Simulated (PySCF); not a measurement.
Bond curve of SrCa

Set-up: Sr def2-SVP with ECP28, Ca def2-SVP; scalar-relativistic core potentials (PySCF 2.14). Energies in eV from Sr + Ca in their ground configurations at the same level. State: ¹Σ⁺ (singlet), closed shell.

```
R (Å)     PBE0  BHandHLYP
3.847  -0.0777     0.1453
4.026  -0.1477     0.0599
4.205  -0.1831     0.0086
4.339  -0.1939    -0.0143
4.473  -0.1953    -0.0280
4.607  -0.1901    -0.0351
4.786  -0.1766    -0.0379
5.010  -0.1541    -0.0351
5.278  -0.1247    -0.0278
5.636  -0.0883    -0.0174
```

Q: Put a parabola through the three lowest points of the PBE0 curve and estimate Re, k and ωe (reduced mass 27.47 u; 1 eV/Å² = 0.16022 mdyn/Å; ωe = 1302.8·√(k/μ) cm⁻¹).

A: Through R = 4.339, 4.473, 4.607 Å the second-order coefficient is 0.184 eV/Å², so Re ≈ 4.434 Å, k ≈ 0.0589 mdyn/Å and ωe ≈ 60 cm⁻¹. A polynomial fit of higher order to the unrounded PBE0 energies gives Re = 4.429 Å, k = 0.0655 mdyn/Å, ωe = 63.6 cm⁻¹; anharmonicity and rounding make the difference.

The higher-order fit for each curve: PBE0: Re = 4.429 Å, ωe = 63.6 cm⁻¹, De = 0.196 eV; BHandHLYP: Re = 4.785 Å, ωe = 37.5 cm⁻¹, De = 0.038 eV.

Closed-shell solutions of metal pairs were not tested for spin polarisation, which can lower them a little. The bond is weak. Basis-set superposition, not corrected here, can be much of De in a small basis, most of all at correlated wavefunction levels. Functionals without a dispersion term scatter widely for such bonds, and LDA overbinds them.
